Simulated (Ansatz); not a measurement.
Isolated molecules relaxed with PBE0-D4/def2-TZVP in Ansatz; ΔE leaves out vibrations. CBS: MP2 limit from def2 TZ/QZ plus the TZ coupled-cluster correction, frozen cores. This one scheme is used for every species, atoms too. DFT in def2-TZVPP. B3LYP here is the variant with VWN-RPA as its local correlation; programs differ in this. HSE06 is defined as in plane-wave codes. Open shells (•) are unrestricted, without spin–orbit coupling. Spin–orbit coupling would lower the free atoms: a little for F. For Br outer-core shells are correlated without core-valence functions, so the limit isn't a true one: a few kJ/mol of doubt a bond, and 10 to 20 or more in all where bonds break to atoms. Scalar relativity is left out up to krypton.

Consider the homolysis of the F–Si bond: `F[Si]Br` → F• + `[Si]Br`•.

```csv
level,ΔE (kJ/mol)
LDA (SPW92),710.2
B3LYP-D4,604.3
r2SCANh,596.2
HSE06,593.7
```

**Question.** What does CCSD(T)/CBS give? (Best estimate.)

**Answer.** The calculation gave: +620.9 kJ/mol. The listed levels differ from it by 89.3, -16.6, -24.7, -27.2 kJ/mol.

Largest T1 diagnostic among the species: 0.014.

From r2SCAN to r2SCAN0 (25 % exact exchange), in def2-TZVPP and without D4, ΔE moves by −23.5 kJ/mol: exact exchange takes away binding that semilocal exchange gives to molecules. In def2-TZVPP, CCSD(T) changes the Hartree–Fock value by +158.8 kJ/mol (the triples alone add +11.8 kJ/mol) and MP2 by +195.2 kJ/mol; breaking electron pairs costs correlation energy, which Hartree–Fock lacks. The D4 term adds +4.0 kJ/mol with B3LYP and +2.1 kJ/mol with PBE0; it sums over pairs of atoms, weighted by their polarisabilities, and B3LYP, whose exchange is more repulsive, gets the larger term.

CCSD(T)/CBS has its own doubt, a few kJ/mol and more with outer-core shells, so smaller differences from it don't rank the levels.
